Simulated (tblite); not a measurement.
Start geometry of `[SiH3]O/C=C/Cl` from a force field or distance geometry (Å):
```
atom  x, y, z in Å
Si1   -1.8267   -0.1830    0.0887
O2    -0.3934    0.6391   -0.0386
C3     0.8056   -0.0542   -0.1193
C4     1.9625    0.5941   -0.2267
Cl5    3.4601   -0.2349   -0.3294
H6    -2.0254   -1.0444   -1.1067
H7    -1.8260   -1.0348    1.2978
H8    -2.9473    0.7959    0.1815
H9     0.7362   -1.1354   -0.1137
H10    2.0633    1.6624   -0.2247
```

What comes out of this run: GFN2-xTB geometry optimisation, gas phase in tblite?

```
atom  x, y, z in Å
Si1   -1.875   -0.224    0.091
O2    -0.382    0.430   -0.031
C3     0.833   -0.126   -0.125
C4     1.927    0.621   -0.214
Cl5    3.483   -0.087   -0.336
H6    -2.163   -1.055   -1.078
H7    -1.971   -1.051    1.295
H8    -2.641    1.007    0.151
H9     0.886   -1.208   -0.126
H10    1.911    1.698   -0.218
```

The energy falls by 0.159 eV over 35 L-BFGS steps, the largest force on an atom goes from 1.21 to 0.008 eV/Å, and the atoms move by 0.176 Å rms after alignment. The bond that changes most is O2–C3 (silyl ether oxygen to vinylic carbon bearing oxygen), which shortens by 0.048 Å. Bonds longer at the end by more than 0.005 Å: 0 of 9; shorter: 5. Among the angles that change most is Si1–O2–C3, from 120.3° to 131.9°. Rotational constants go from 21662, 979.3, 947.3 to 25901, 961.8, 937.1 MHz. The orientation of the end geometry is arbitrary; only internal coordinates are fixed.

Hardware: one thread of an Arm Neoverse N1, shared host. Cost: 0.29 s wall.

Its GFN2-xTB frequencies are all real (lowest 37 cm⁻¹). One conformer, not necessarily the lowest.

All values are computed, not measured.
